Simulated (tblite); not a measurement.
Species: C5H10FSSi (doublet state).
Atom-mapped SMILES: `[F:1][C@@H:2]1[SiH2:3][CH2:4][CH2:5][CH2:6][C@@H:7]1[S:8]` (hydrogens: H9 on C2; H10, H11 on Si3; H12, H13 on C4; H14, H15 on C5; H16, H17 on C6; H18 on C7)

Computed geometry: GFN2-xTB, gas phase. This method treats the open shell by occupation alone, without spin polarisation.

Problem. What internal coordinates does the optimisation give?

Solution. 
| bond | length (Å) | order |
| --- | --- | --- |
| F1–C2 | 1.386 | single |
| C2–Si3 | 1.926 | single |
| Si3–C4 | 1.899 | single |
| C4–C5 | 1.531 | single |
| C5–C6 | 1.528 | single |
| C6–C7 | 1.527 | single |
| C7–S8 | 1.813 | single |
| C2–C7 | 1.523 | single |
| C2–H9 | 1.095 | single |
| Si3–H10 | 1.467 | single |
| Si3–H11 | 1.460 | single |
| C4–H12 | 1.092 | single |
| C4–H13 | 1.091 | single |
| C5–H14 | 1.093 | single |
| C5–H15 | 1.093 | single |
| C6–H16 | 1.092 | single |
| C6–H17 | 1.093 | single |
| C7–H18 | 1.095 | single |

Orders are formal, as drawn. A selection of angles:
| angle | degrees |
| --- | --- |
| F1–C2–Si3 | 107.3 |
| F1–C2–C7 | 110.0 |
| F1–C2–H9 | 105.5 |
| Si3–C2–C7 | 110.0 |
| Si3–C2–H9 | 113.8 |
| C7–C2–H9 | 110.2 |
| C2–Si3–C4 | 101.7 |
| C2–Si3–H10 | 107.3 |
| C2–Si3–H11 | 108.2 |
| C4–Si3–H10 | 112.4 |
| C4–Si3–H11 | 113.5 |
| H10–Si3–H11 | 112.9 |
| Si3–C4–C5 | 111.4 |
| Si3–C4–H12 | 109.5 |
| Si3–C4–H13 | 111.4 |
| C5–C4–H12 | 108.6 |
| C5–C4–H13 | 109.3 |
| H12–C4–H13 | 106.5 |
| C4–C5–C6 | 112.8 |
| C4–C5–H14 | 109.2 |
| C4–C5–H15 | 109.8 |
| C6–C5–H14 | 108.2 |
| C6–C5–H15 | 109.2 |
| H14–C5–H15 | 107.4 |
| C5–C6–C7 | 112.7 |
| C5–C6–H16 | 110.0 |
| C5–C6–H17 | 109.1 |
| C7–C6–H16 | 108.6 |
| C7–C6–H17 | 108.6 |
| H16–C6–H17 | 107.8 |
| C6–C7–S8 | 110.7 |
| C6–C7–H18 | 110.1 |
| S8–C7–H18 | 105.5 |
| C2–C7–C6 | 112.4 |
| C2–C7–S8 | 110.3 |
| C2–C7–H18 | 107.6 |

Dihedral angles: F1–C2–Si3–C4 -73° (synclinal); C2–Si3–C4–C5 -45° (synclinal); Si3–C4–C5–C6 57° (synclinal); C4–C5–C6–C7 -68° (synclinal); C5–C6–C7–S8 -166° (antiperiplanar); F1–C2–C7–C6 58° (synclinal).

The C–Si distances run from 1.899 Å (Si3–C4, drawn single) to 1.926 Å (C2–Si3, drawn single), a spread of 0.027 Å. Si3 (silicon bonded to 2 C and 2 H) is distorted tetrahedral (angles from 101.7° to 113.5°). The 6-membered ring C2–Si3–C4–C5–C6–C7 has internal angles of 101.7° to 112.8° (sum 661°, against 720° for a flat polygon); it is puckered, 0.26 Å rms from its mean plane, widest ring torsion 70°. Of the pairs four or more bonds apart, F1···H16 is among the closest relative to their van der Waals radii: 2.49 Å, 93 % of the sum of Bondi's values.

Point group: C1 (no symmetry element, even within 0.4 Å). Its GFN2-xTB frequencies are all real (lowest 86 cm⁻¹).

One conformer stands for the species.
